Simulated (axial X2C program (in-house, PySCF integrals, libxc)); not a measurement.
## Curves of CuGa⁺ by EOM-IP-CCSD

Computed with an axial X2C code built on PySCF integrals: two-component X2C with atomic mean-field Coulomb and Gaunt terms, Gaussian nuclei, basis Ga dyall-cv3z, Cu dyall-cv3z with contracted cores.

Energies in eV from the lowest point of the lowest state; states are followed by energy order within each Ω. Reference: CuGa, 14 electrons correlated in 92 virtual spinors with an MP2 remainder; levels at this size can be off by some tenths of an eV. Masses 68.926 and 62.930 u.

```tsv
R (Å)	(1)Ω=1/2	(2)Ω=1/2	(1)Ω=3/2	(1)Ω=5/2
2.187	0.2551	3.2292	3.3866	3.3088
2.282	0.1130	2.8906	3.0270	2.9533
2.377	0.0366	2.6497	2.7583	2.7027
2.484	0.0015	2.4663	2.5512	2.5145
2.591	0.0000	2.3506	2.4201	2.4002
2.733	0.0291	2.2728	2.3310	2.3332
```

No minimum in range: (2)Ω=1/2, (1)Ω=3/2, (1)Ω=5/2; the order of states may turn beyond it. T1 of the reference reaches 0.037 (Lee–Taylor). Curves followed by order can swap character. Number of frozen shells: Ga 3 s, 2 p, 1 d; Cu 3 s, 2 p. Roots with under 60 % one-particle weight at any point are counted in the labels but not shown, and the list ends where the roots sought for some Ω run out; states that need a further excitation are missing and may lie low or lowest. Curves with a minimum but no constants failed the fit check.
